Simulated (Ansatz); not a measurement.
System: C₂H₈AlN (charge 0, singlet). 
Geometry from a B3LYP-D3(BJ)/def2-TZVP (Ansatz, a quantum-chemistry and plane-wave program) optimisation:
```xyz
12

C     -1.5296    -1.1936    -0.1710
Al    -0.0037     0.0198     0.0040
C      1.8556    -0.5612    -0.1885
N     -0.3219     1.7331     0.3551
H     -1.4702    -2.0125     0.5525
H     -2.4876    -0.6905    -0.0206
H     -1.5540    -1.6587    -1.1614
H      2.5679     0.2582    -0.0680
H      2.1089    -1.3288     0.5492
H      2.0314    -1.0088    -1.1716
H      0.3858     2.4428     0.4645
H     -1.2370     2.1393     0.4744
```
Charge 0, spin multiplicity 1.

Computed values are from Ansatz. Cores are frozen in the correlated levels unless marked. Open shells are spin-unrestricted. Spin-orbit coupling is left out. Non-relativistic. CBS marks a two-point X^-3 extrapolation of the correlation energy; Hartree-Fock from the larger set. The bracket is a focal-point correction in the basis named.

```json
{
  "atomisation energy De": "1031.5 kcal/mol at CCSD(T)/CBS(aug-cc-pV(T+d)Z,aug-cc-pV(Q+d)Z)",
  "vertical ionisation energy (to the doublet)": "9.78 eV at RI-MP2/CBS(aug-cc-pV(T+d)Z,aug-cc-pV(Q+d)Z)+[CCSD(T)-MP2]/aug-cc-pV(T+d)Z",
  "vertical_triplet_singlet_gap": "5.76 eV at RI-MP2/CBS(aug-cc-pV(T+d)Z,aug-cc-pV(Q+d)Z)+[CCSD(T)-MP2]/aug-cc-pV(T+d)Z",
  "total_energy": "-377.6866 Eh at CCSD(T)/CBS(aug-cc-pV(T+d)Z,aug-cc-pV(Q+d)Z)",
  "dipole_moment": "0.56 D at CCSD(T)/aug-cc-pV(D+d)Z",
  "T1 diagnostic": "0.010 at CCSD/aug-cc-pV(Q+d)Z"
}
```
